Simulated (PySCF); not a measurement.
In(CF3)(F)2 (CF5In), SMILES F[C]([In]([F])[F])(F)F.

Geometry: r2SCAN-D4/def2-SVP. The structure was generated by enumeration; whether it is a known compound was not checked. The def2 effective core potentials stand for the cores of In; spin–orbit coupling is left out.

The numbers are results of TDA-PBE/def2-SVPD run with PySCF 2.14.0, not measurements.

Vertical excitations. The molecule is in vacuum.

```json
[
 {"state": "S1", "energy (eV)": "5.24", "λ (nm)": "237", "f": "0.013", "main pairs": "HOMO−1→LUMO 95 %"},
 {"state": "S2", "energy (eV)": "5.27", "λ (nm)": "235", "f": "0.082", "main pairs": "HOMO→LUMO 55 %, HOMO−4→LUMO 43 %"},
 {"state": "S3", "energy (eV)": "5.28", "λ (nm)": "235", "f": "0.000", "main pairs": "HOMO−2→LUMO 99 %"},
 {"state": "S4", "energy (eV)": "5.61", "λ (nm)": "221", "f": "0.003", "main pairs": "HOMO−3→LUMO 71 %, HOMO→LUMO+1 28 %"},
 {"state": "S5", "energy (eV)": "5.73", "λ (nm)": "217", "f": "0.043", "main pairs": "HOMO→LUMO+1 68 %, HOMO−3→LUMO 28 %"},
 {"state": "S6", "energy (eV)": "6.05", "λ (nm)": "205", "f": "0.000", "main pairs": "HOMO−1→LUMO+1 100 %"},
 {"state": "S7", "energy (eV)": "6.21", "λ (nm)": "200", "f": "0.001", "main pairs": "HOMO−2→LUMO+1 64 %, HOMO−5→LUMO 36 %"},
 {"state": "S8", "energy (eV)": "6.25", "λ (nm)": "198", "f": "0.217", "main pairs": "HOMO−4→LUMO 47 %, HOMO→LUMO 28 %, HOMO−3→LUMO+1 18 %"},
 {"state": "S9", "energy (eV)": "6.60", "λ (nm)": "188", "f": "0.018", "main pairs": "HOMO−4→LUMO+1 96 %"},
 {"state": "S10", "energy (eV)": "6.90", "λ (nm)": "180", "f": "0.000", "main pairs": "HOMO−6→LUMO 100 %"},
 {"state": "T1", "energy (eV)": "4.14", "λ (nm)": "300", "f": "0", "main pairs": "HOMO→LUMO 99 %"},
 {"state": "T2", "energy (eV)": "4.86", "λ (nm)": "255", "f": "0", "main pairs": "HOMO−1→LUMO 99 %"},
 {"state": "T3", "energy (eV)": "5.00", "λ (nm)": "248", "f": "0", "main pairs": "HOMO−2→LUMO 100 %"},
 {"state": "T4", "energy (eV)": "5.28", "λ (nm)": "235", "f": "0", "main pairs": "HOMO−3→LUMO 93 %"}
]
```
Triplets are in the Tamm–Dancoff approximation.
